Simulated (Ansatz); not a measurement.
The cluster MoO₃⁺. The state is a doublet with charge 1. Geometry B3LYP-D4/def2-TZVP; atoms count from 1.

```xyz
4

Mo   -0.2660    0.4079    0.6041
O     0.9341    0.4152   -0.8294
O    -0.3973    0.1600   -1.2442
O    -0.2708   -0.9830    1.4695
```

In the def2 sets Mo takes a core potential; there is no spin–orbit coupling. The structure holds 1 bond(s) between oxygen atoms. Another isomer (doublet) lies 0.88 eV lower at PBE0-D4/def2-TZVP; other spin states weren't run for this one.

Estimate the Mulliken populations from the PBE0/def2-TZVP orbitals of Ansatz.


```csv
atom,charge (e),spin (α − β),d electrons
Mo1,1.67,1.17,3.99
O2,-0.17,-0.04,–
O3,-0.17,-0.04,–
O4,-0.34,-0.09,–
```
Mulliken values depend strongly on the basis.

Where does the spin sit?

Summed by element: Mo 1.17, O -0.17, of 1 unpaired in all. Largest on single atoms: Mo1 1.17, O4 -0.09, O2 -0.04.

And the Mayer bond orders between heavy atoms (over 0.3)?

Mo1–O2 1.09 (1.87 Å); Mo1–O3 1.09 (1.87 Å); Mo1–O4 2.16 (1.64 Å); O2–O3 0.92 (1.42 Å).
